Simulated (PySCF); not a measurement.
C₆H₁₁O (SMILES [CH2]C(C)CC(C)=O), doublet, at a GFN2-xTB geometry. Base run: MP2/STO-3G (PySCF).

Input for PySCF:
```python
from pyscf import gto, scf, mp

mol = gto.Mole()
mol.atom = '''
    C    -1.65634730    1.87644218   -0.36374093
    C    -0.95294037    0.59143025   -0.45007657
    C    -1.88348433   -0.59191470   -0.19904834
    C     0.21475076    0.58077831    0.60352342
    C     1.13290251   -0.58691461    0.34703274
    C     2.26085605   -0.29995557   -0.61177397
    O     0.96462992   -1.67010032    0.85157167
    H    -2.48157420    1.99773403    0.31076320
    H    -1.25949758    2.75053785   -0.84352557
    H    -0.48813316    0.49254899   -1.43902477
    H    -2.62839017   -0.65616209   -0.98871208
    H    -2.39751921   -0.47206496    0.75176355
    H    -1.32384492   -1.52292057   -0.17051116
    H    -0.22966139    0.49164889    1.59477409
    H     0.76497174    1.51843168    0.52816450
    H     1.89641650    0.24134051   -1.48135408
    H     2.73905432   -1.22539475   -0.92137717
    H     2.99671484    0.32590792   -0.10903183
'''
mol.basis = 'sto-3g'
mol.spin = 1
mol.verbose = 5
mol.build()

mf = scf.UHF(mol)
mf.kernel()

pt = mp.MP2(mf)
pt.kernel()
print('E(MP2) = %.10f' % pt.e_tot)
```

The base run was repeated with changes; each row names its change, and settings that it needs were set with it.

| change | ΔE vs base (mEh) | MP2 correlation (Eh) | basis functions | core-seconds (rough) |
|---|---|---|---|---|
| base | 0.000 | -0.35260 | 46 | 1 |
| method = ccsd(t) | -103.2 | -0.35260 | 46 | 20 |
| method = ccsd | -98.011 | -0.35260 | 46 | 10 |
| frozen = 6 | 2.529 | -0.35008 | 46 | 2 |
| density fitting = JK and correlation | -0.701 | -0.35252 | 46 | 1 |
| cart = on | 0.000 | -0.35260 | 46 | 1 |
| frozen = 7 | 2.881 | -0.34972 | 46 | 2 |
| frozen = 8 | 20.747 | -0.33186 | 46 | 2 |
| method = cisd | -26.478 | - | 46 | 5 |

Open shells are given as the SCF converged; they aren't shown to be the lowest states, and a large step between rows can be another state.
